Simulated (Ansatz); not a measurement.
`[OH][GaH][NH][InH2]` + H–F → `[OH][GaH][F]` + `[NH2][InH2]`  (ligand exchange at a Ga–N bond)

Program: Ansatz. Geometries: PBE0-D4/def2-TZVP. ΔE: electronic, gas phase. CBS: MP2 limit from def2 TZ/QZ plus the TZ coupled-cluster correction, frozen cores. This one scheme is used for every species. DFT in def2-TZVPP. def2 core potentials past Kr. For Ga, In outer-core shells are correlated without core-valence functions, which leaves a few kJ/mol of doubt a bond. Scalar relativity is left out up to krypton. Each species was taken in one conformer, which may not be the lowest.

`[OH][GaH][NH][InH2]`:

Cartesian coordinates in Å:
```
O 1.758 1.261 -1.724
Ga 0.365 0.270 -1.182
N 0.211 0.140 0.625
In -1.167 -0.843 1.744
H 1.839 1.329 -2.677
H -0.603 -0.405 -2.198
H 0.926 0.641 1.138
H -0.973 -0.721 3.443
H -2.355 -1.673 0.830
```

H–F:

```xyz
2

F     0.098   -0.358    0.272
H    -0.098    0.358   -0.272
```

`[OH][GaH][F]`:

```xyz
5

O     0.012    1.251   -0.376
Ga   -0.082   -0.414    0.222
F    -1.157   -0.531    1.594
H     0.591    1.369   -1.132
H     0.636   -1.675   -0.307
```

`[NH2][InH2]`:

```xyz
6

N    -0.536   -0.426    0.803
In    0.483    0.385   -0.724
H    -0.137   -0.637    1.703
H    -1.509   -0.678    0.766
H    -0.432    0.640   -2.149
H     2.131    0.716   -0.400
```

Is it downhill or uphill in electronic energy at CCSD(T)/CBS, and by how much? (Estimate.)

Ansatz gave: Downhill: ΔE = -5.6 kcal/mol.

What do these levels give: r2SCAN0-D4, PBE, PBE0, CCSD/def2-SVP, HF/def2-QZVPP, CCSD/CBS(def2)? (Estimate.)

Computed: r2SCAN0-D4 -9.2, PBE -10.3, PBE0 -9.5, CCSD/def2-SVP -9.5, HF/def2-QZVPP -13.4, CCSD/CBS(def2) -6.4 kcal/mol.

Largest T1 diagnostic among the species: 0.016.

The D4 term adds +2.2 kcal/mol with B3LYP and +1.2 kcal/mol with PBE0; it sums over pairs of atoms, weighted by their polarisabilities, and B3LYP, whose exchange is more repulsive, gets the larger term. From PBE to PBE0 (25 % exact exchange), in def2-TZVPP and without D4, ΔE moves by +0.7 kcal/mol.

B3LYP here is the variant with VWN-RPA as its local correlation; programs differ in this.
